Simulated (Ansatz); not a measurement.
Si₂Ni₃⁺, relaxed as a doublet with UKS r2SCAN-D4/def2-SVP in Ansatz, starting from the GFN1-xTB geometry. Force threshold 0.02 eV/Å.

The charge 1 doublet is spin-contaminated (final ⟨S²⟩ up to 1.20, 0.75 for a pure state). The relaxation made no stability test and no search for a lower SCF solution. No other spin state of charge 1 was run. The structure comes from a short search, and lower isomers may exist.

Start:

```xyz
5

Ni   -0.059   -0.704   -2.032
Ni    1.132    0.964    1.555
Ni    0.821    0.200   -0.365
Si   -1.497    0.178   -0.594
Si   -0.397   -0.638    1.436
```

| step | energy (eV) | largest force component (eV/Å) | SCF passes |
| --- | --- | --- | --- |
| 1 | -138854.4477 | 1.621 | 236 |
| 2 | -138854.8228 | 0.747 | 75 |
| 3 | -138855.0767 | 0.426 | 85 |
| 4 | -138855.2667 | 0.286 | 119 |
| 5 | -138855.5047 | 0.892 | 106 |
| 6 | -138856.0123 | 1.171 | 77 |
| 7 | -138856.5704 | 1.001 | 90 |
| 8 (rejected) | -138856.5616 | 1.580 | 50 |
| 9 | -138856.6529 | 0.180 | 48 |
| 10 | -138856.6564 | 0.027 | 40 |
| 11 | -138856.6565 | 0.011 | 37 |

Force components are those of the run's own axes.

End:

```tsv
atom	x (Å)	y (Å)	z (Å)
Ni1	-0.4863	-1.0300	-1.2816
Ni2	0.2343	0.9621	1.3998
Ni3	1.2144	0.3277	-0.5699
Si4	-1.0137	0.8397	-0.3513
Si5	0.0513	-1.0994	0.8030
```

Bonds formed: Ni1–Si5, Ni2–Si4 (atoms count from 1). The end is the same structure that another start reached, the lowest one found.

No frequencies were taken in this run, so the end may be a saddle point.

Run time 1.7 min (4 threads of Arm Neoverse V2 on a shared host).
